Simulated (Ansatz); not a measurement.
A nudged elastic band was laid between two geometries of C₄H₁₂OSi (18 atoms, charge 0, multiplicity 1).

All numbers below come from RKS PBE0/6-31G* in Ansatz 0.2.0.

```json
{
 "movable images": "9",
 "climbing image": "yes",
 "spring": "5.0 eV/Å²",
 "optimiser": "quadratic models (default)",
 "start path": "through a guess of the saddle point",
 "force threshold": "0.05 eV/Å",
 "iteration limit": "12",
 "end points": "relaxed"
}
```

Image 0:

```xyz
18
Properties=species:S:1:pos:R:3
C -2.586 -0.455 0.193
C -1.091 -0.593 0.455
C -0.310 0.659 0.062
C 1.182 0.607 0.382
O 1.794 1.891 0.216
Si 2.218 -0.644 -0.622
H -3.128 -1.361 0.483
H -2.786 -0.273 -0.869
H -3.011 0.383 0.758
H -0.704 -1.464 -0.090
H -0.922 -0.802 1.521
H -0.450 0.853 -1.013
H -0.723 1.531 0.589
H 1.301 0.384 1.450
H 1.641 2.162 -0.701
H 1.706 -2.046 -0.585
H 3.623 -0.639 -0.132
H 2.209 -0.182 -2.044
```

Image 10:

```xyz
18
Properties=species:S:1:pos:R:3
C -2.587 -0.461 0.162
C -1.092 -0.626 0.407
C -0.308 0.652 0.120
C 1.186 0.568 0.429
O 1.801 1.859 0.372
Si 2.214 -0.595 -0.684
H -3.008 0.328 0.795
H -3.131 -1.387 0.376
H -2.789 -0.190 -0.881
H -0.709 -1.448 -0.211
H -0.922 -0.925 1.451
H -0.451 0.938 -0.935
H -0.716 1.478 0.720
H 1.307 0.253 1.473
H 1.647 2.209 -0.517
H 1.697 -1.994 -0.766
H 3.620 -0.637 -0.200
H 2.202 -0.011 -2.060
```

Q: What changes between the two ends?

A: No bond is made or broken. The dihedral H7–C1–C2–C3 goes from -180 to -60°. The two ends are copies of one structure, up to a mirror image or an exchange of like atoms.

Q: Give the energies along the band, and the barrier.

A: It converged. The highest image is number 5 of 0 to 10, 0.132 eV above the ends, which have the same energy within 2 meV. The order of the stationary point at the top wasn't checked.

```
image  path coordinate (Å)  energy (eV)  dihedral H7–C1–C2–C3 (°)
    0                 0.00        0.000                      -180
    1                 0.40        0.003                      -176
    2                 0.79        0.025                      -163
    3                 1.19        0.070                      -149
    4                 1.59        0.114                      -134
    5                 1.98        0.132                      -119
    6                 2.38        0.114                      -105
    7                 2.78        0.070                       -90
    8                 3.17        0.026                       -76
    9                 3.57        0.004                       -64
   10                 3.96        0.000                       -60
```

Q: What is the geometry of the highest image?

A: 
```xyz
18
Properties=species:S:1:pos:R:3:forces:R:3
C -2.595 -0.464 0.146 0.03 0.00 0.01
C -1.087 -0.621 0.414 -0.01 0.00 0.00
C -0.300 0.657 0.128 -0.04 0.00 -0.01
C 1.192 0.572 0.434 0.03 -0.02 0.00
O 1.810 1.861 0.369 0.00 -0.01 0.00
Si 2.210 -0.603 -0.680 0.00 0.02 0.02
H -3.189 -0.636 1.049 -0.01 0.00 0.00
H -2.949 -1.166 -0.615 -0.01 0.00 0.00
H -2.834 0.544 -0.209 -0.01 0.00 0.00
H -0.685 -1.442 -0.190 0.00 0.00 0.00
H -0.918 -0.911 1.459 0.00 0.00 0.00
H -0.446 0.943 -0.926 0.00 0.00 0.00
H -0.710 1.482 0.729 0.01 0.00 0.00
H 1.317 0.259 1.478 0.00 0.00 0.00
H 1.650 2.209 -0.520 0.00 0.00 -0.01
H 1.722 -2.014 -0.707 -0.01 0.00 0.00
H 3.630 -0.603 -0.237 0.00 0.00 0.00
H 2.145 -0.056 -2.070 0.01 0.00 0.00
```

The band took 6 iterations and of the order of 26 core-minutes.

Run time: 13 min on 2 threads of AMD EPYC 7571, on a shared host, peak memory 0.35 GiB.
